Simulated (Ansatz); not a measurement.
`[CH3][Zr]1234([F])([F])[C@@H]5[C@H]1[C@H]2[C@@]3([SiH3])[C@@H]54`, relaxed with RKS PBE0-D4/def2-TZVP in Ansatz from a GFN2-xTB geometry. The force threshold is 0.005 eV/Å; the program also tests the step.

The species carries charge 0 and has multiplicity 1. Zr: def2 effective core potential.

Start:

```xyz
20

C    -0.144    0.246    2.877
Zr   -0.551    0.413    0.716
F    -0.607    2.278    0.529
F    -2.281   -0.308    0.671
C     1.827   -0.273    0.130
C     1.075   -1.476    0.226
C     0.067   -1.437   -0.755
C     0.176   -0.209   -1.471
Si   -1.169    0.553   -2.537
C     1.279    0.499   -0.910
H    -0.245   -0.793    3.235
H    -0.871    0.855    3.439
H     0.862    0.600    3.156
H     2.750   -0.067    0.660
H     1.335   -2.330    0.842
H    -0.619   -2.244   -0.996
H    -2.190    1.306   -1.742
H    -1.838   -0.526   -3.286
H    -0.536    1.478   -3.495
H     1.681    1.433   -1.290
```

Q: By how much does the energy fall, and how many steps does the optimiser take? (Best estimate.)

A: Ansatz gave: 0.38 eV, in 52 steps, 3 of them rejected.

Q: Which bonds change most? (Best estimate.)

A: Ansatz gave: Zr2–C8 from 2.387 to 2.508 Å; Zr2–C7 from 2.443 to 2.530 Å; Zr2–F4 from 1.875 to 1.919 Å; Zr2–C10 from 2.449 to 2.492 Å.

Q: Give the relaxed structure. (An estimate is asked.)

A: Computed: 
```xyz
20

C    -0.416   -0.501    2.762
Zr   -0.366    0.772    0.939
F     0.277    2.455    1.589
F    -2.212    0.927    0.442
C     1.915    0.275   -0.042
C     1.365   -0.980    0.295
C     0.244   -1.194   -0.533
C     0.073   -0.072   -1.382
Si   -1.245    0.143   -2.682
C     1.121    0.836   -1.060
H    -0.780   -1.518    2.588
H    -1.120   -0.006    3.446
H     0.548   -0.571    3.274
H     2.767    0.746    0.429
H     1.733   -1.655    1.051
H    -0.407   -2.057   -0.498
H    -1.668    1.565   -2.739
H    -2.398   -0.732   -2.358
H    -0.702   -0.243   -4.011
H     1.272    1.809   -1.510
```
